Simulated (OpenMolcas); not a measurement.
Nb4+ in a ligand field

Nb4+ with 6 ligands (ammonia) in octahedral coordination (S6) at 2.1 Å. Ligand basis ANO-RCC-VDZP.

* Program: OpenMolcas 26.06
* Method: SS-CASPT2, IPEA 0.25 Eh, imaginary shift 0.1 Eh (closed shells correlated: 4s 4p and the ligand valence shells)
* Basis: ANO-RCC-VTZP [7s6p4d2f1g]
* Scalar Hamiltonian: DKH2, point nucleus
* Active space: 1 electron in 5 orbitals (4d)
* State averaging: 2S+1 = 2 even, 5 roots
* Spin-orbit coupling: state interaction with AMFI integrals over the reference wave functions

The lowest spin-free states, above the lowest:

```json
{"State": "2S+1 = 2", "Degeneracy": "1", "E (cm-1)": "0"}
{"State": "2S+1 = 2", "Degeneracy": "2", "E (cm-1)": "3"}
{"State": "2S+1 = 2", "Degeneracy": "2", "E (cm-1)": "47910"}
```

The lowest levels with spin-orbit coupling:

| E (cm-1) | Degeneracy | 2S+1 | g |
| --- | --- | --- | --- |
| 0 | 2 | 2 | 0.08 0.08 0.08 |
| 2 | 2 | 2 | 0.00 0.00 0.11 |
| 860 | 2 | 2 | 1.90 1.90 1.92 |
| 48210 | 2 | 2 | 0.03 0.03 2.03 |
| 48220 | 2 | 2 | 0.00 0.00 2.03 |

Powder χT (cm3 K/mol): 0.00214 at 2 K, 0.0068 at 10 K, 0.0299 at 50 K, 0.0588 at 100 K, 0.117 at 200 K, 0.173 at 300 K. The effective moment at 300 K is 2.828 √(χT) = 1.18 μB.

The lowest level has 2S+1 = 2, for which the spin-only value is χT = S(S+1) / 2 = 0.375 cm3 K/mol (g = 2). The computed 0.173 at 300 K differs by -0.202, through orbital momentum, spin-orbit coupling and any other state in reach.

Over all roots computed the reference weight is 0.69 to 0.70; a low but even weight reflects the number of correlated electrons. Spin-orbit coupling mixes the spin-free states strongly: the lowest level takes only 67 % from its leading state, an unlabelled state of the same spin as most of the rest. The least metal-like active orbital is 71 % on the metal (Löwdin) and no ligand orbital is active, so the numbers are rough. Ligand-to-metal charge-transfer states are missing. With one d shell and no ligand orbital active, 10Dq can be off by a tenth or more. No measured value stands beside these numbers; the geometry is a model, was not optimised and need not be the one that this ion takes.

A state without a sure symmetry label is named by its multiplicity alone.
